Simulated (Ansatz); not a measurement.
A short molecular-dynamics run on `N#CB(F)Cl`.

```yaml
crystal:
  periodic: [false, false, false]
  atoms:
    - {symbol: N, position_ang: [1.657854, -0.815520, 1.106774]}
    - {symbol: C, position_ang: [0.751896, -0.429049, 0.512015]}
    - {symbol: B, position_ang: [-0.448942, 0.109382, -0.285261]}
    - {symbol: F, position_ang: [-1.458143, -0.683811, -0.532644]}
    - {symbol: Cl, position_ang: [-0.452766, 1.745299, -0.842286]}
basis:
  gaussian: {orbitals: "6-31G*"}
magnetization: {spin_polarized: true, initial_magnetization: 0}
hamiltonian: {xc: {name: r2SCAN}, dispersion: rvv10}
md: {timestep: 2 fs, n_steps: 20, ensemble: nve, temperature: 700, initial_velocities: maxwell_boltzmann, seed: 95}
```

```sh
$ ansatz run in.yaml --threads 2 --pin off --events-out ev --progress --plain --max-ram 32768MiB --backend cpu
```

```json
{"step": "0", "time (fs)": "0.0", "potential energy (eV)": "-18438.6634", "kinetic (eV)": "0.2714", "T (K)": "700", "conserved (eV)": "-18438.3919"}
{"step": "1", "time (fs)": "2.0", "potential energy (eV)": "-18438.6465", "kinetic (eV)": "0.2520", "T (K)": "650", "conserved (eV)": "-18438.3945"}
{"step": "2", "time (fs)": "4.0", "potential energy (eV)": "-18438.5633", "kinetic (eV)": "0.1745", "T (K)": "450", "conserved (eV)": "-18438.3888"}
{"step": "3", "time (fs)": "6.0", "potential energy (eV)": "-18438.4945", "kinetic (eV)": "0.1099", "T (K)": "283", "conserved (eV)": "-18438.3846"}
{"step": "4", "time (fs)": "8.0", "potential energy (eV)": "-18438.4986", "kinetic (eV)": "0.1097", "T (K)": "283", "conserved (eV)": "-18438.3889"}
{"step": "5", "time (fs)": "10.0", "potential energy (eV)": "-18438.5226", "kinetic (eV)": "0.1333", "T (K)": "344", "conserved (eV)": "-18438.3893"}
{"step": "6", "time (fs)": "12.0", "potential energy (eV)": "-18438.5571", "kinetic (eV)": "0.1691", "T (K)": "436", "conserved (eV)": "-18438.3880"}
{"step": "7", "time (fs)": "14.0", "potential energy (eV)": "-18438.6090", "kinetic (eV)": "0.2148", "T (K)": "554", "conserved (eV)": "-18438.3942"}
{"step": "8", "time (fs)": "16.0", "potential energy (eV)": "-18438.5987", "kinetic (eV)": "0.2050", "T (K)": "529", "conserved (eV)": "-18438.3937"}
{"step": "9", "time (fs)": "18.0", "potential energy (eV)": "-18438.5302", "kinetic (eV)": "0.1423", "T (K)": "367", "conserved (eV)": "-18438.3878"}
{"step": "10", "time (fs)": "20.0", "potential energy (eV)": "-18438.4858", "kinetic (eV)": "0.0993", "T (K)": "256", "conserved (eV)": "-18438.3865"}
{"step": "11", "time (fs)": "22.0", "potential energy (eV)": "-18438.4868", "kinetic (eV)": "0.0973", "T (K)": "251", "conserved (eV)": "-18438.3895"}
{"step": "12", "time (fs)": "24.0", "potential energy (eV)": "-18438.4943", "kinetic (eV)": "0.1051", "T (K)": "271", "conserved (eV)": "-18438.3892"}
{"step": "13", "time (fs)": "26.0", "potential energy (eV)": "-18438.5123", "kinetic (eV)": "0.1250", "T (K)": "322", "conserved (eV)": "-18438.3873"}
{"step": "14", "time (fs)": "28.0", "potential energy (eV)": "-18438.5591", "kinetic (eV)": "0.1672", "T (K)": "431", "conserved (eV)": "-18438.3919"}
{"step": "15", "time (fs)": "30.0", "potential energy (eV)": "-18438.5723", "kinetic (eV)": "0.1787", "T (K)": "461", "conserved (eV)": "-18438.3936"}
{"step": "16", "time (fs)": "32.0", "potential energy (eV)": "-18438.5270", "kinetic (eV)": "0.1379", "T (K)": "356", "conserved (eV)": "-18438.3891"}
{"step": "17", "time (fs)": "34.0", "potential energy (eV)": "-18438.4848", "kinetic (eV)": "0.0974", "T (K)": "251", "conserved (eV)": "-18438.3873"}
{"step": "18", "time (fs)": "36.0", "potential energy (eV)": "-18438.4705", "kinetic (eV)": "0.0799", "T (K)": "206", "conserved (eV)": "-18438.3906"}
{"step": "19", "time (fs)": "38.0", "potential energy (eV)": "-18438.4436", "kinetic (eV)": "0.0547", "T (K)": "141", "conserved (eV)": "-18438.3890"}
{"step": "20", "time (fs)": "40.0", "potential energy (eV)": "-18438.4306", "kinetic (eV)": "0.0463", "T (K)": "119", "conserved (eV)": "-18438.3843"}
```

Velocities are drawn at the set temperature; a run this short doesn't reach equilibrium.

Frames (Å, forces in eV/Å):

```xyz
5
time=0.0 fs
N     1.658   -0.816    1.107    1.569   -0.675    1.032
C     0.752   -0.429    0.512   -1.539    0.670   -1.015
B    -0.449    0.109   -0.285    0.308   -0.051    0.175
F    -1.458   -0.684   -0.533   -0.327   -0.236   -0.087
Cl   -0.453    1.745   -0.842   -0.011    0.293   -0.105
5
time=2.0 fs
N     1.648   -0.805    1.109    0.601   -0.228    0.362
C     0.746   -0.420    0.488    0.306   -0.274    0.300
B    -0.438    0.086   -0.275   -0.401    1.070   -0.614
F    -1.459   -0.678   -0.532   -0.526   -0.532   -0.078
Cl   -0.450    1.742   -0.839    0.020   -0.037    0.029
5
time=4.0 fs
N     1.639   -0.795    1.112   -0.358    0.213   -0.363
C     0.741   -0.412    0.465    2.227   -1.202    1.688
B    -0.428    0.066   -0.267   -1.275    1.972   -1.388
F    -1.460   -0.674   -0.531   -0.640   -0.730   -0.057
Cl   -0.447    1.739   -0.835    0.046   -0.252    0.120
5
time=6.0 fs
N     1.630   -0.785    1.114   -0.319    0.219   -0.398
C     0.744   -0.408    0.447    2.734   -1.493    2.096
B    -0.422    0.053   -0.264   -1.780    2.449   -1.819
F    -1.463   -0.671   -0.530   -0.687   -0.842   -0.034
Cl   -0.445    1.736   -0.831    0.052   -0.334    0.155
5
time=8.0 fs
N     1.620   -0.774    1.116    0.880   -0.274    0.479
C     0.755   -0.408    0.436    1.346   -0.979    1.134
B    -0.423    0.049   -0.268   -1.555    2.416   -1.723
F    -1.467   -0.669   -0.529   -0.701   -0.884   -0.019
Cl   -0.442    1.732   -0.827    0.030   -0.279    0.129
5
time=10.0 fs
N     1.612   -0.763    1.118    2.444   -0.921    1.736
C     0.771   -0.412    0.429   -0.902   -0.103   -0.504
B    -0.430    0.053   -0.277   -0.847    1.947   -1.259
F    -1.473   -0.670   -0.529   -0.676   -0.847   -0.014
Cl   -0.439    1.728   -0.823   -0.019   -0.076    0.042
5
time=12.0 fs
N     1.611   -0.756    1.125    2.814   -1.068    2.091
C     0.783   -0.416    0.420   -1.969    0.310   -1.255
B    -0.439    0.065   -0.291   -0.185    1.174   -0.718
F    -1.480   -0.672   -0.528   -0.574   -0.701   -0.013
Cl   -0.436    1.724   -0.819   -0.085    0.285   -0.105
5
time=14.0 fs
N     1.617   -0.751    1.138    1.398   -0.498    0.908
C     0.790   -0.419    0.407   -1.043   -0.044   -0.360
B    -0.449    0.081   -0.308    0.181    0.198   -0.239
F    -1.488   -0.675   -0.528   -0.380   -0.446   -0.011
Cl   -0.433    1.721   -0.815   -0.155    0.790   -0.297
5
time=16.0 fs
N     1.628   -0.747    1.154   -0.552    0.249   -0.831
C     0.793   -0.422    0.393    0.547   -0.608    1.153
B    -0.459    0.097   -0.326    0.346   -0.875    0.194
F    -1.497   -0.680   -0.527   -0.124   -0.126   -0.012
Cl   -0.431    1.718   -0.811   -0.216    1.361   -0.504
5
time=18.0 fs
N     1.637   -0.743    1.167   -1.744    0.666   -1.957
C     0.797   -0.427    0.383    1.380   -0.840    2.046
B    -0.467    0.110   -0.342    0.485   -1.870    0.607
F    -1.507   -0.685   -0.526    0.139    0.185   -0.019
Cl   -0.428    1.716   -0.808   -0.260    1.859   -0.678
5
time=20.0 fs
N     1.641   -0.737    1.175   -1.771    0.632   -2.022
C     0.806   -0.435    0.379    1.015   -0.616    1.860
B    -0.474    0.117   -0.357    0.683   -2.541    0.961
F    -1.516   -0.689   -0.526    0.357    0.419   -0.032
Cl   -0.426    1.717   -0.806   -0.283    2.107   -0.767
5
time=22.0 fs
N     1.640   -0.730    1.177   -0.763    0.240   -1.087
C     0.819   -0.445    0.381   -0.360   -0.064    0.689
B    -0.478    0.114   -0.368    0.917   -2.686    1.187
F    -1.524   -0.693   -0.526    0.497    0.532   -0.047
Cl   -0.424    1.720   -0.804   -0.291    1.978   -0.742
5
time=24.0 fs
N     1.638   -0.721    1.176    0.683   -0.260    0.303
C     0.830   -0.455    0.385   -2.052    0.523   -0.865
B    -0.479    0.102   -0.375    1.109   -2.262    1.238
F    -1.531   -0.695   -0.525    0.549    0.517   -0.062
Cl   -0.423    1.725   -0.803   -0.289    1.482   -0.615
5
time=26.0 fs
N     1.637   -0.714    1.176    1.440   -0.491    1.043
C     0.835   -0.463    0.387   -2.849    0.738   -1.648
B    -0.476    0.082   -0.378    1.153   -1.417    1.108
F    -1.537   -0.697   -0.525    0.531    0.404   -0.073
Cl   -0.422    1.732   -0.803   -0.275    0.767   -0.431
5
time=28.0 fs
N     1.640   -0.707    1.179    0.794   -0.282    0.415
C     0.830   -0.469    0.383   -1.983    0.402   -0.913
B    -0.469    0.057   -0.377    0.943   -0.390    0.812
F    -1.542   -0.697   -0.525    0.490    0.254   -0.077
Cl   -0.421    1.739   -0.803   -0.244    0.016   -0.237
5
time=30.0 fs
N     1.645   -0.702    1.183   -0.590    0.107   -0.922
C     0.819   -0.474    0.376   -0.145   -0.194    0.664
B    -0.458    0.030   -0.372    0.442    0.601    0.393
F    -1.546   -0.697   -0.525    0.487    0.126   -0.070
Cl   -0.421    1.747   -0.804   -0.194   -0.640   -0.065
5
time=32.0 fs
N     1.649   -0.696    1.185   -1.557    0.334   -1.830
C     0.808   -0.479    0.372    1.375   -0.641    1.870
B    -0.446    0.006   -0.367   -0.240    1.403   -0.060
F    -1.549   -0.697   -0.525    0.552    0.050   -0.051
Cl   -0.420    1.754   -0.805   -0.130   -1.147    0.072
5
time=34.0 fs
N     1.648   -0.689    1.181   -1.467    0.265   -1.709
C     0.801   -0.487    0.373    1.714   -0.720    1.977
B    -0.435   -0.014   -0.361   -0.848    1.941   -0.416
F    -1.551   -0.697   -0.526    0.664    0.023   -0.026
Cl   -0.420    1.759   -0.805   -0.064   -1.508    0.174
5
time=36.0 fs
N     1.643   -0.682    1.173   -0.218   -0.067   -0.502
C     0.800   -0.496    0.381    0.618   -0.412    0.839
B    -0.427   -0.026   -0.357   -1.159    2.199   -0.573
F    -1.552   -0.696   -0.526    0.768    0.020   -0.005
Cl   -0.420    1.763   -0.806   -0.008   -1.740    0.242
5
time=38.0 fs
N     1.638   -0.674    1.163    1.622   -0.478    1.212
C     0.800   -0.507    0.392   -1.289    0.084   -0.941
B    -0.422   -0.031   -0.355   -1.169    2.225   -0.547
F    -1.551   -0.696   -0.526    0.806    0.024   -0.002
Cl   -0.420    1.765   -0.806    0.029   -1.855    0.278
5
time=40.0 fs
N     1.637   -0.668    1.157    2.577   -0.662    2.070
C     0.797   -0.518    0.399   -2.321    0.387   -1.881
B    -0.422   -0.028   -0.355   -1.049    2.093   -0.445
F    -1.548   -0.696   -0.527    0.748    0.029   -0.025
Cl   -0.420    1.765   -0.806    0.046   -1.847    0.281
```

It took 69 s on 2 threads of an AMD EPYC 7R13 on a shared host, with 0.38 GiB of host memory at the peak.
